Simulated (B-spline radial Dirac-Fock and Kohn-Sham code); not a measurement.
# Magnetic form factor of the 4d shell of Sb⁹⁺

System: the Sb⁹⁺ ion, [Kr] 4d6.

The run's input, task.json:

```json
{"items": [{
  "Z": 51,
  "q": 9,
  "cfg": [[1, 0, 2], [2, 0, 2], [2, 1, 6], [3, 0, 2], [3, 1, 6], [3, 2, 10], [4, 0, 2], [4, 1, 6], [4, 2, 6]],
  "A": 121,
  "rrms": 4.6802,
  "do": ["scatter"],
  "s": [0.0, 0.05, 0.1, 0.15, 0.2, 0.25, 0.3, 0.35, 0.4, 0.45, 0.5, 0.6, 0.7, 0.8, 0.9, 1.0, 1.1, 1.2, 1.4, 1.6, 1.8, 2.0, 2.5, 3.0, 3.5, 4.0, 5.0, 6.0],
  "pz": [0, 0.1, 0.2, 0.3, 0.4, 0.5, 0.6, 0.8, 1.0, 1.2, 1.4, 1.6, 1.8, 2.0, 2.5, 3.0, 4.0, 5.0, 7.0, 10.0, 15.0, 20.0, 30.0, 40.0, 60.0, 100.0],
  "hv_scatter": [1000, 17479.3, 20000, 50000, 100000, 200000, 500000, 1000000]
}]}
```

Run with: `python xray_run.py task.json out`

Model: Dirac-Fock orbitals of the configuration average with a finite nucleus. Program: a B-spline atomic structure program. ⟨j_K⟩ is the integral of the 4d radial density with the spherical Bessel function j_K(4πsr), s = sin θ/λ.

```tsv
s (Å⁻¹)	⟨j0⟩	⟨j2⟩	⟨j4⟩
0	1.0000	0.0000	0.0000
0.05	0.9827	0.0069	0.0000
0.1	0.9323	0.0267	0.0003
0.15	0.8537	0.0567	0.0013
0.2	0.7539	0.0930	0.0039
0.25	0.6411	0.1312	0.0087
0.3	0.5239	0.1670	0.0162
0.35	0.4098	0.1968	0.0264
0.4	0.3050	0.2183	0.0389
0.45	0.2136	0.2302	0.0530
0.5	0.1379	0.2325	0.0679
0.6	0.0346	0.2126	0.0955
0.7	-0.0138	0.1714	0.1148
0.8	-0.0248	0.1231	0.1227
0.9	-0.0156	0.0784	0.1193
1	0.0010	0.0429	0.1075
1.1	0.0173	0.0180	0.0906
1.2	0.0298	0.0030	0.0719
1.4	0.0405	-0.0062	0.0379
1.6	0.0372	-0.0011	0.0146
```

Radial moments of the shell: ⟨r²⟩ = 0.9485, ⟨r⁴⟩ = 1.401, ⟨r⁶⟩ = 2.973 in powers of bohr.

Values without a named source are computed, but for edge energies of neutral atoms, which are taken from tables.
